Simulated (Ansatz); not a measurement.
Ansatz (a first-principles code) input (B3LYP/6-31G):

Ansatz 0.2 input:
```yaml
crystal:
  periodic: [false, false, false]
  atoms:
    - {symbol: C, position_ang: [2.77584300, 0.11575900, -0.29704700]}
    - {symbol: C, position_ang: [1.36974400, -0.24652300, 0.09464600]}
    - {symbol: O, position_ang: [1.07226100, -1.15491400, 0.83827600]}
    - {symbol: O, position_ang: [0.45283100, 0.54689400, -0.46792500]}
    - {symbol: Ge, position_ang: [-1.29068800, 0.14739900, -0.02174000]}
    - {symbol: H, position_ang: [2.88167900, 0.05582900, -1.38102500]}
    - {symbol: H, position_ang: [3.47946300, -0.55668200, 0.18517400]}
    - {symbol: H, position_ang: [2.98314200, 1.14683100, -0.00770800]}
    - {symbol: H, position_ang: [-1.61643700, -1.26426700, -0.51342300]}
    - {symbol: H, position_ang: [-1.46861500, 0.32521400, 1.48736300]}
    - {symbol: H, position_ang: [-2.03145900, 1.22503900, -0.82311800]}
basis:
  gaussian:
    orbitals: 6-31G
hamiltonian:
  xc: {name: B3LYP}
output: {forces: true}
```

Output:

```
Functional definition: B3LYP
integrals: 0.03 GiB planned
847 factors; integrals over basis functions are off by at most 4.3e-4 eV
mean field: 0.31 GiB planned
mean field evaluation 1: about -62766.9337 eV, gradient 6.3e1 eV
mean field evaluation 2: about -62755.8147 eV, gradient 9.9e1 eV
mean field evaluation 4: about -62774.1956 eV, gradient 6.9e0 eV
mean field evaluation 8: about -62774.3954 eV, gradient 4.6e-1 eV
mean field evaluation 16: about -62774.3960 eV, gradient 9.3e-5 eV
mean field -62774.39603116 eV, -2306.9165041314 hartree, gradient 1.4e-5 eV, S^2 0.000000; 0 other end points of the search recorded, 0 dependent functions left out
the calculation of the forces begins
reference -62774.39627537 eV, -2306.9165131058 hartree; 33, 33 occupied and 44, 44 virtual orbitals, 847 factors
Total energy: -62774.39627537 eV, -2306.9165131058 hartree
Atom 0 at     2.775843     0.115759    -0.297047 Å, force    -0.098545     0.008397     0.000610 eV/Å
Atom 1 at     1.369744    -0.246523     0.094646 Å, force     1.781674     1.110362    -1.013737 eV/Å
Atom 2 at     1.072261    -1.154914     0.838276 Å, force    -0.659312    -1.898875     1.557232 eV/Å
Atom 3 at     0.452831     0.546894    -0.467925 Å, force    -0.637985     0.740252    -0.540941 eV/Å
Atom 4 at    -1.290688     0.147399    -0.021740 Å, force    -0.455989     0.036456     0.004727 eV/Å
Atom 5 at     2.881679     0.055829    -1.381025 Å, force     0.046148    -0.007432    -0.131333 eV/Å
Atom 6 at     3.479463    -0.556682     0.185174 Å, force     0.086503    -0.075266     0.053402 eV/Å
Atom 7 at     2.983142     1.146831    -0.007708 Å, force     0.058231     0.122494     0.032213 eV/Å
Atom 8 at    -1.616437    -1.264267    -0.513423 Å, force    -0.048089    -0.080957    -0.024252 eV/Å
Atom 9 at    -1.468615     0.325214     1.487363 Å, force    -0.039771     0.008477     0.088324 eV/Å
Atom 10 at    -2.031459     1.225039    -0.823118 Å, force    -0.032864     0.036092    -0.026245 eV/Å
Dipole moment:    -0.121948     0.227805    -0.171965 e Å
```

The geometry given is a B3LYP-D3(BJ)/def2-TZVP minimum.
